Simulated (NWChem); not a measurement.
Species: C₃H₅N; SMILES N#CCC

Computed with NWChem. Pople sets run with spherical d functions. All runs use the structure optimised with PBE0/def2-SVP.

Taking B3LYP/aug-cc-pVTZ as the yardstick, which of these has the fewest basis functions while keeping “dipole (D)” within 0.2 D of it: B3LYP/def2-TZVP; B3LYP/6-311++G**; B3LYP/3-21G; B3LYP/STO-3G; B3LYP/def2-SVPD; B3LYP/6-31+G*; B3LYP/def2-SVP; B3LYP/6-31G*?

B3LYP/6-31+G*.
| level | basis functions | dipole (D) |
|---|---|---|
| B3LYP/STO-3G | 25 | 3.12 |
| B3LYP/3-21G | 46 | 3.67 |
| B3LYP/6-31G* | 66 | 3.89 |
| B3LYP/def2-SVP | 81 | 3.83 |
| B3LYP/6-31+G* | 82 | 4.16 |
| B3LYP/def2-SVPD | 120 | 4.12 |
| B3LYP/6-311++G** | 123 | 4.16 |
| B3LYP/def2-TZVP | 154 | 4.12 |
| B3LYP/aug-cc-pVTZ | 299 | 4.16 |

The yardstick is one finite set, not the basis-set limit.
